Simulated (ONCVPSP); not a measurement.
## Before and after: ONCV potential for C

```
Element                 : C (Z = 6)
Generator               : ONCVPSP 4.0.1
Type                    : optimised norm-conserving Vanderbilt (ONCV)
Functional              : PBE
Relativity              : scalar-relativistic
Frozen core             : [He]
Valence charge          : 4
Reference configuration : 2s2 2p2
Partial waves           : 2s: rc 1.15 bohr, ncon 5, nbas 8, qcut 7.1 1/bohr, local; 2p: rc 2.30 bohr, ncon 4, nbas 8, qcut 5.6 1/bohr, 3 projectors, debl 3.8 Ha; d scattering state at 0.45 Ha: rc 1.95 bohr, ncon 4, nbas 9, qcut 4.8 1/bohr, 2 projectors, debl 1.5 Ha
Local potential         : the s channel
Core correction         : Teter function, fcfact 4.25, rcfact 1.55
```

Change: s: ncon 3, nbas 6.

Cutoffs: the cutoffs (Ha) at which the residual kinetic energy of the hardest occupied pseudo-wave falls to 1 and 0.1 mHa per electron; they do not see the model core or the augmentation charge, which bear on the density cutoff. Errors are all-electron minus pseudo energies relative to the spin-unpolarised reference configuration.

Task: What does the change do?

Result: The potential gets softer (20 Ha and 28 Ha → 19 Ha and 24 Ha); the errors of the 4 common tests hardly move; neither file shows a bound ghost.

| quantity | base | changed |
| --- | --- | --- |
| cutoff, loose | 20 Ha | 19 Ha |
| cutoff, tight | 28 Ha | 24 Ha |
| loose cutoff by channel | s 20 Ha, p 11 Ha | s 19 Ha, p 11 Ha |
| bound ghosts | none | none |
| GHOST(+) flags under 300 eV | none | none |
| error for 2s2 2p1, meV [ΔE 10.86 eV] | +61 | +62 |
| error for 2s2 2p0, meV [ΔE 35.02 eV] | +522 | +528 |
| error for 2s1 2p0, meV [ΔE 83.21 eV] | +1080 | +1083 |
| error for 2s2 2p1.5, meV [ΔE 3.96 eV] | +9.2 | +9.3 |
| s: phases at 1.16 bohr within 0.05 rad from the reference energy up to (Ha; the scan ends near 5) | to the end of the scan | to the end of the scan |
| p: phases at 2.33 bohr within 0.05 rad from the reference energy up to (Ha; the scan ends near 5) | 1.0 | 1.0 |
| d: phases at 1.98 bohr within 0.05 rad from the reference energy up to (Ha; the scan ends near 5) | 4.8 | 4.8 |
| rms error of d²Exc/dni dnj with the model core, mHa | 1.39 | 1.43 |

Base: The cutoffs count occupied waves only; projector 3 of the p channel, the hardest unoccupied one, needs 56 Ha at the loose tolerance. Changed file: The cutoffs count occupied waves only; projector 3 of the p channel, the hardest unoccupied one, needs 56 Ha at the loose tolerance.
